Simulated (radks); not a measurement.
The numbers below are computed, except where a source is named.
Coulomb parameter of the 4d shell of neutral technetium in the model configuration [Kr] 4d5.5 5s1.5, as a second difference U = [E(n + 0.25) + E(n - 0.25) - 2 E(n)] / (0.25)^2 with all orbitals relaxed. "Bare": the charge of the atom changes with n. "Screened": the 5s shell takes up the change at fixed total charge, which measures U(4d,4d) + U(5s,5s) - 2 U(4d,5s). Code: a radial shooting solver on a logarithmic mesh with Libxc functionals. Model: Dirac Kohn-Sham, PBE, spin-unpolarised, spherical densities, point nucleus; open shells are shared between the two j in proportion to 2j + 1.

| case | configuration | E - E(n) (eV) |
|---|---|---|
| start | [Kr] 4d5.5 5s1.5 | 0.000 |
| bare +0.25 | [Kr] 4d5.75 5s1.5 | -1.112 |
| bare -0.25 | [Kr] 4d5.25 5s1.5 | 1.663 |
| screened +0.25 | [Kr] 4d5.75 5s1.25 | -0.191 |
| screened -0.25 | [Kr] 4d5.25 5s1.75 | 0.274 |

U(bare) = 8.815 eV, U(screened by 5s) = 1.316 eV. The step up makes a negative ion, whose loosely bound charge lowers the bare value.
